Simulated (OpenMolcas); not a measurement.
A calculation on Mo2+.

- Program: OpenMolcas
- Method: XMS-CASPT2, IPEA 0.25 Eh, imaginary shift 0.1 Eh (closed shells correlated: 4s 4p)
- Basis: ANO-RCC-VTZP [7s6p4d2f1g]
- Scalar Hamiltonian: DKH2, point nucleus
- Active space: 4 electrons in 6 orbitals (4d 5s)
- State averaging: 2S+1 = 5 even, 15 roots; 2S+1 = 3 even, 95 roots kept (CI in the orbitals of an earlier block); 2S+1 = 1 even, 90 roots kept (CI in the orbitals of an earlier block)
- Spin-orbit coupling: state interaction with AMFI integrals over the reference wave functions, term energies averaged over their components

**Question.** Which level of the active space comes out lowest?

**Answer.** 4d4 5D0, with 98 % of that term; it is also the measured ground level.

**Question.** How high does 4d4 3H6 lie?

**Answer.** 15170 cm-1 above the lowest level; measured 13811 cm-1 above the ground level, so the calculation is off by +10 %.

**Question.** How high does 4d4 5D3 lie?

**Answer.** 1262 cm-1 above the lowest level; measured 1224 cm-1 above the ground level, so the calculation is off by +3 %.

**Question.** How high does 4d4 3P2(1) lie?

**Answer.** 15550 cm-1 above the lowest level; measured 14358 cm-1 above the ground level, so the calculation is off by +8 %.

**Question.** The level at 15400 cm-1 has J = 3. What is it made of, and what is its g factor?

**Answer.** 77 % 4d4 3F3(1), 22 % 4d4 3G; g = 1.011, against 1.084 from Landé's formula for the pure leading term.

Measured values: Sugar and Musgrove, J. Phys. Chem. Ref. Data 17, 155 (1988).

CASPT2 breaks the degeneracy within a term, and the mean is taken; among the terms shown or strongly mixed into the levels shown the widest spread is 1200 cm-1 (4d4 3H). Terms from blocks run as CI alone lack orbitals of their own. Configurations are named by rounded mean occupations; where the s occupation lies near a half they are strongly mixed, a name can repeat and a true partner stay unpaired. The CASPT2 spread within a term exceeds the gap to the next term for 4d4 3P(1) and 4d4 3H, 4d4 3H and 4d4 3F(1), so the order of their levels is uncertain, and so are names and mixing where such terms share a J. Computed and measured levels are paired by configuration, term and J; levels that our copy of the source lacks, or whose pairing is in doubt (as where it misses far off the trend of its configuration), stay unpaired and out of the deviations. Only configurations of the active space appear.

A number in round brackets counts repeated terms of one configuration in the order of the reference energies.
